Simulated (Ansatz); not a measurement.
Ansatz (an electronic-structure program) input (B3LYP-D3(BJ)/def2-TZVP):

Ansatz 0.2 input:
```yaml
crystal:
  periodic: [false, false, false]
  atoms:
    - {symbol: In, position_ang: [-0.00000000, -0.00000000, -1.08152155]}
    - {symbol: Br, position_ang: [0.00000000, 0.00000000, 1.51413017]}
basis:
  gaussian:
    orbitals: def2-TZVP
hamiltonian:
  xc: b3lyp
  dispersion: d3bj
phonons: {temperatures: {t_min: 298.15, t_max: 298.15, t_step: 100}}
```

Output:

```
Functional definition: B3LYP
integrals: 0.03 GiB planned
878 factors; their error is unknown
mean field: 0.31 GiB planned
mean field evaluation 1: about -75223.9408 eV, gradient 1.6e1 eV
mean field evaluation 2: about -75221.5209 eV, gradient 3.2e1 eV
mean field evaluation 4: about -75224.8915 eV, gradient 7.4e-1 eV
mean field evaluation 8: about -75225.2832 eV, gradient 8.8e-2 eV
mean field -75225.28320594 eV, -2764.4781682898 hartree, gradient 4.4e-5 eV, S^2 0.000000; 0 other end points of the search recorded, 0 dependent functions left out
the calculation of the forces begins
reference -75225.28339930 eV, -2764.4781753958 hartree; 28, 28 occupied and 70, 70 virtual orbitals, 878 factors
these checks for a lower state are left out or cut short: stability, starts, cluster_reference, orbital_swaps, neighbouring_geometries, increment
integrals: 0.03 GiB planned
878 factors; their error is unknown
mean field: 0.31 GiB planned
mean field evaluation 16: about -75224.8929 eV, gradient 3.5e-1 eV
mean field -75225.28320594 eV, -2764.4781682900 hartree, gradient 2.1e-6 eV, S^2 0.000000; 0 other end points of the search recorded, 0 dependent functions left out
the calculation of the forces begins
reference -75225.28339930 eV, -2764.4781753960 hartree; 28, 28 occupied and 70, 70 virtual orbitals, 878 factors
these checks for a lower state are left out or cut short: stability, starts, cluster_reference, orbital_swaps, neighbouring_geometries, increment
integrals: 0.03 GiB planned
878 factors; their error is unknown
mean field: 0.31 GiB planned
mean field -75225.28320594 eV, -2764.4781682900 hartree, gradient 2.1e-6 eV, S^2 0.000000; 0 other end points of the search recorded, 0 dependent functions left out
the calculation of the forces begins
reference -75225.28339930 eV, -2764.4781753960 hartree; 28, 28 occupied and 70, 70 virtual orbitals, 878 factors
these checks for a lower state are left out or cut short: stability, starts, cluster_reference, orbital_swaps, neighbouring_geometries, increment
integrals: 0.03 GiB planned
878 factors; their error is unknown
mean field: 0.31 GiB planned
mean field evaluation 32: about -75224.8929 eV, gradient 3.5e-1 eV
mean field -75225.28320594 eV, -2764.4781682900 hartree, gradient 2.1e-6 eV, S^2 0.000000; 0 other end points of the search recorded, 0 dependent functions left out
the calculation of the forces begins
reference -75225.28339930 eV, -2764.4781753960 hartree; 28, 28 occupied and 70, 70 virtual orbitals, 878 factors
these checks for a lower state are left out or cut short: stability, starts, cluster_reference, orbital_swaps, neighbouring_geometries, increment
integrals: 0.03 GiB planned
878 factors; their error is unknown
mean field: 0.31 GiB planned
mean field -75225.28320594 eV, -2764.4781682900 hartree, gradient 2.1e-6 eV, S^2 0.000000; 0 other end points of the search recorded, 0 dependent functions left out
the calculation of the forces begins
reference -75225.28339930 eV, -2764.4781753960 hartree; 28, 28 occupied and 70, 70 virtual orbitals, 878 factors
these checks for a lower state are left out or cut short: stability, starts, cluster_reference, orbital_swaps, neighbouring_geometries, increment
integrals: 0.03 GiB planned
878 factors; their error is unknown
mean field: 0.31 GiB planned
mean field -75225.28317249 eV, -2764.4781670608 hartree, gradient 2.1e-6 eV, S^2 0.000000; 0 other end points of the search recorded, 0 dependent functions left out
the calculation of the forces begins
reference -75225.28336581 eV, -2764.4781741652 hartree; 28, 28 occupied and 70, 70 virtual orbitals, 878 factors
these checks for a lower state are left out or cut short: stability, starts, cluster_reference, orbital_swaps, neighbouring_geometries, increment
integrals: 0.03 GiB planned
878 factors; their error is unknown
mean field: 0.31 GiB planned
mean field -75225.28319252 eV, -2764.4781677968 hartree, gradient 2.1e-6 eV, S^2 0.000000; 0 other end points of the search recorded, 0 dependent functions left out
the calculation of the forces begins
reference -75225.28338593 eV, -2764.4781749044 hartree; 28, 28 occupied and 70, 70 virtual orbitals, 878 factors
these checks for a lower state are left out or cut short: stability, starts, cluster_reference, orbital_swaps, neighbouring_geometries, increment
integrals: 0.03 GiB planned
878 factors; their error is unknown
mean field: 0.31 GiB planned
mean field evaluation 64: about -75224.8929 eV, gradient 3.5e-1 eV
mean field -75225.28320594 eV, -2764.4781682900 hartree, gradient 2.1e-6 eV, S^2 0.000000; 0 other end points of the search recorded, 0 dependent functions left out
the calculation of the forces begins
reference -75225.28339930 eV, -2764.4781753960 hartree; 28, 28 occupied and 70, 70 virtual orbitals, 878 factors
these checks for a lower state are left out or cut short: stability, starts, cluster_reference, orbital_swaps, neighbouring_geometries, increment
integrals: 0.03 GiB planned
878 factors; their error is unknown
mean field: 0.31 GiB planned
mean field -75225.28320594 eV, -2764.4781682900 hartree, gradient 2.1e-6 eV, S^2 0.000000; 0 other end points of the search recorded, 0 dependent functions left out
the calculation of the forces begins
reference -75225.28339930 eV, -2764.4781753960 hartree; 28, 28 occupied and 70, 70 virtual orbitals, 878 factors
these checks for a lower state are left out or cut short: stability, starts, cluster_reference, orbital_swaps, neighbouring_geometries, increment
integrals: 0.03 GiB planned
878 factors; their error is unknown
mean field: 0.31 GiB planned
mean field -75225.28320594 eV, -2764.4781682900 hartree, gradient 2.1e-6 eV, S^2 0.000000; 0 other end points of the search recorded, 0 dependent functions left out
the calculation of the forces begins
reference -75225.28339930 eV, -2764.4781753960 hartree; 28, 28 occupied and 70, 70 virtual orbitals, 878 factors
these checks for a lower state are left out or cut short: stability, starts, cluster_reference, orbital_swaps, neighbouring_geometries, increment
integrals: 0.03 GiB planned
878 factors; their error is unknown
mean field: 0.31 GiB planned
mean field -75225.28320594 eV, -2764.4781682900 hartree, gradient 2.1e-6 eV, S^2 0.000000; 0 other end points of the search recorded, 0 dependent functions left out
the calculation of the forces begins
reference -75225.28339930 eV, -2764.4781753960 hartree; 28, 28 occupied and 70, 70 virtual orbitals, 878 factors
these checks for a lower state are left out or cut short: stability, starts, cluster_reference, orbital_swaps, neighbouring_geometries, increment
integrals: 0.03 GiB planned
878 factors; their error is unknown
mean field: 0.31 GiB planned
mean field evaluation 96: about -75224.8929 eV, gradient 4.0e-1 eV
mean field -75225.28319252 eV, -2764.4781677968 hartree, gradient 2.1e-6 eV, S^2 0.000000; 0 other end points of the search recorded, 0 dependent functions left out
the calculation of the forces begins
reference -75225.28338593 eV, -2764.4781749044 hartree; 28, 28 occupied and 70, 70 virtual orbitals, 878 factors
these checks for a lower state are left out or cut short: stability, starts, cluster_reference, orbital_swaps, neighbouring_geometries, increment
integrals: 0.03 GiB planned
878 factors; their error is unknown
mean field: 0.31 GiB planned
mean field -75225.28317249 eV, -2764.4781670608 hartree, gradient 2.1e-6 eV, S^2 0.000000; 0 other end points of the search recorded, 0 dependent functions left out
the calculation of the forces begins
reference -75225.28336581 eV, -2764.4781741652 hartree; 28, 28 occupied and 70, 70 virtual orbitals, 878 factors
Total energy: -75225.37847625 eV, -2764.4816694094 hartree
Atom 0 at    -0.000000    -0.000000    -1.081522 Å, force     0.000000    -0.000000     0.000892 eV/Å
Atom 1 at     0.000000     0.000000     1.514130 Å, force     0.000000    -0.000000    -0.000892 eV/Å
Dipole moment:    -0.000000     0.000000    -0.791198 e Å
Vibrations: 209.07 cm⁻¹, zero-point energy 0.012961 eV
```
